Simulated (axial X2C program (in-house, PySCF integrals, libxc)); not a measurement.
# Levels of HfP by electron attachment to HfP⁺ (EOM-EA-CCSD)

Computed with an in-house all-electron X2C program for linear molecules (integrals from PySCF): two-component X2C with atomic mean-field Coulomb and Gaunt terms, Gaussian nuclei, basis Hf dyall-acv3z, P dyall-av3z with contracted cores.

R = 2.099 Å (0.960 times 2.186 Å, the PBE0 minimum at charge 0 for the lowest determinant).

Levels of HfP obtained by attaching an electron to HfP⁺:

```json
{"Ω": "1/2", "binding energy (eV)": "7.022", "above lowest (cm⁻¹)": "0", "attached spinor": "41% Hf sσ, 33% Hf dσ, 10% P pσ", "one-particle weight": "0.94"}
{"Ω": "3/2", "binding energy (eV)": "5.733", "above lowest (cm⁻¹)": "10396", "attached spinor": "92% Hf dδ", "one-particle weight": "0.93"}
{"Ω": "5/2", "binding energy (eV)": "5.473", "above lowest (cm⁻¹)": "12493", "attached spinor": "93% Hf dδ", "one-particle weight": "0.93"}
{"Ω": "1/2", "binding energy (eV)": "5.185", "above lowest (cm⁻¹)": "14812", "attached spinor": "46% Hf pπ, 25% Hf dπ, 12% P pπ", "one-particle weight": "0.94"}
{"Ω": "3/2", "binding energy (eV)": "4.835", "above lowest (cm⁻¹)": "17637", "attached spinor": "51% Hf pπ, 28% Hf dπ, 16% P pπ", "one-particle weight": "0.94"}
{"Ω": "1/2", "binding energy (eV)": "4.535", "above lowest (cm⁻¹)": "20061", "attached spinor": "41% Hf pσ, 26% Hf dσ, 9% P pσ", "one-particle weight": "0.95"}
{"Ω": "1/2", "binding energy (eV)": "2.455", "above lowest (cm⁻¹)": "36830", "attached spinor": "39% Hf dπ, 20% Hf pπ, 16% P pπ", "one-particle weight": "0.66"}
```

Take the first Ω = 1/2 and Ω = 3/2 rows of π character: how far apart are they, and which lies lower?

E(3/2) − E(1/2) = 17637 − 14812 = 2825 cm⁻¹ at EOM-EA-CCSD: regular, Ω = 1/2 lower. Splittings at this level can be off by ten to twenty per cent.

This point took 32 s on 1 thread of Arm Neoverse V2 (shared host).

Reference electrons by ω block (each with its −ω partner): 1/2: 26, 3/2: 12, 5/2: 4, 7/2: 1. 16 electrons of HfP⁺ correlated (inner shells frozen), 88 natural virtual spinors (a truncated set); levels can be off by some tenths of an eV. Roots sought by Ω: (1/2: 5, 3/2: 4, 5/2: 2, 7/2: 1); rows need 60 % one-particle weight and stop where some Ω has no more roots. Missing are any skipped roots, higher Ω and states of a further excitation; these come out far too high here and may in truth be low or lowest. T1 of the reference 0.037 (Lee–Taylor). The reference was not checked to be the lowest state of its species. Number of frozen shells: Hf 4 s, 3 p, 2 d, 1 f; P 2 s, 1 p. Large amplitudes in the reference (orbital relaxation or multireference character) lower the reliability.
